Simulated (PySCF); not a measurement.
A structure optimised at PBE0-D3(BJ)/def2-SVP, used in a PySCF frequency run:

```
C
N 1 1.2726
C 2 1.4389 1 119.13
H 3 1.0996 2 110.03 1 180.00
H 3 1.1065 4 107.54 2 122.79
H 3 1.1065 4 107.54 5 114.42
C 1 1.4995 2 118.69 3 180.00
H 7 1.0970 1 109.77 2 0.00
H 7 1.1030 8 109.46 1 -121.70
H 7 1.1030 8 109.46 9 -116.59
C 1 1.5090 2 124.33 3 0.00
H 11 1.0980 1 112.20 2 180.00
H 11 1.1026 12 108.27 1 122.48
H 11 1.1026 12 108.27 13 115.04
```

### Question
Write its SMILES, formula and point group.

### Answer
CN=C(C)C, C4H9N, Cs

### Question
What are its rotational constants (standard atomic weights)?

### Answer
8.3365, 3.9571, 2.8255 GHz
